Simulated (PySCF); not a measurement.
Ca(Cl)2 cation (CaCl₂), SMILES [Cl][Ca][Cl] (connectivity only; charge and spin as stated), charge +1, multiplicity 2. Atoms are numbered in the order given.

```xyz
3

Ca     0.0000     0.0000     1.3178
Cl     0.0000     1.3700    -0.7752
Cl     0.0000    -1.3700    -0.7752
```
Charge +1, spin multiplicity 2.

Coordinates come from a B3LYP-D3(BJ)/def2-TZVP optimisation. The spin state was assumed, not searched. The isomer is the one that the SMILES or the coordinates give; other isomers of the formula were not compared.

The numbers are results of PBE/def2-TZVPD in PySCF, not measurements.

Mulliken values depend strongly on the basis, most of all with diffuse functions as here. ESP charges are fitted to the potential on shells at 1.4 to 2.0 van der Waals radii. Atomic charges (e):

| atom | Mulliken | ESP fit | Mulliken spin |
|---|---|---|---|
| Ca1 | 1.51 | ? | -0.01 |
| Cl2 | -0.25 | ? | 0.51 |
| Cl3 | -0.25 | ? | 0.51 |

### Question
Fill in the missing entries. (An estimate is asked for; the answer gives what the named calculation found.)

### Answer

- Ca1, ESP fit: 1.31
- Cl2, ESP fit: -0.16
- Cl3, ESP fit: -0.16
